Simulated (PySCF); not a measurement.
## Deuteron quadrupole couplings in `COc1cn(C)cc1Cl`

Species: C6H8ClNO.
SMILES with atom numbers: `[CH3:1][O:2][c:3]1[cH:4][n:5]([CH3:6])[cH:7][c:8]1[Cl:9]` (hydrogens: H10, H11, H12 on C1; H13 on C4; H14, H15, H16 on C6; H17 on C7)

Structure used (GFN2-xTB), in Å, numbered top down from 1:
```xyz
17
C6H8ClNO angstrom
C      2.7557   -0.7001   -0.3906
O      2.2418    0.3273    0.4178
C      0.8859    0.4009    0.4845
C     -0.0757   -0.3775   -0.1159
N     -1.3065    0.0922    0.2450
C     -2.5559   -0.4960   -0.1446
C     -1.1526    1.1509    1.0751
C      0.1922    1.3740    1.2427
Cl     0.9085    2.6091    2.1891
H      3.8392   -0.6100   -0.3391
H      2.4519   -1.6863   -0.0225
H      2.4278   -0.5904   -1.4302
H      0.0186   -1.2190   -0.7716
H     -3.3532    0.2370   -0.0358
H     -2.5078   -0.8153   -1.1859
H     -2.7913   -1.3656    0.4761
H     -1.9856    1.6810    1.4892
```

Level: PBE0/pcSseg-1 (PySCF, non-relativistic); Q(2H) = 0.00286 b; rigid geometry, the same for H and D, with no vibrational averaging.

Question: Rank these positions by the coupling χzz of a deuteron there, largest first.
A. H13 (aromatic hydrogen)
B. H10 (methyl hydrogen)
C. H12 (methyl hydrogen)

Answer: A (235 kHz), B (205 kHz), C (195 kHz).

Give the electric field gradient Vzz (the principal value of largest size), its asymmetry and the 2H coupling at each hydrogen.

```csv
atom,bonded to,bond length (Å),Vzz (au),η,χzz (kHz)
H10,C1,1.088,0.3052,0.07,205
H11,C1,1.096,0.2904,0.07,195
H12,C1,1.096,0.2904,0.07,195
H13,C4,1.071,0.3494,0.15,235
H14,C6,1.089,0.3050,0.07,205
H15,C6,1.090,0.3019,0.07,203
H16,C6,1.094,0.2951,0.05,198
H17,C7,1.071,0.3470,0.12,233
```

How does χzz go with the bond length over the 8 C–H bonds?

A straight-line fit has a slope of -15.7 kHz for each 0.01 Å, with a correlation coefficient of -1.00, over lengths from 1.071 to 1.096 Å. The longer bonds have the smaller couplings here.

Geometry: GFN2-xTB, one conformer, isolated molecule. GFN2-xTB bond lengths can be off by several hundredths of an ångström, more for odd bonds, and the gradients follow them. With a basis this small, the couplings can be 20 % off.
